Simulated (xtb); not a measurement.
Ti(Cl)3(SH) (Cl₃HSTi), SMILES [SH][Ti]([Cl])([Cl])[Cl], multiplicity 1. All values are semi-empirical tight-binding results from xtb (GFN2-xTB unless named), good for trends rather than for accurate numbers. Geometry optimised at GFN2-xTB. The multiplicity is an assumed one; no other spin state was optimised. The structure was generated by enumeration; whether it is a known compound was not checked. One conformer was computed; it need not be the lowest.

For metal compounds this method's bond lengths and energies can be far off.

```yaml
point_group_as_xtb_finds_it: Cs
orbital_gap: 1.87 eV
zero_point_energy: 7.1 kcal/mol
G − E(el) at 298.15 K (modified RRHO): -15.6 kcal/mol
```
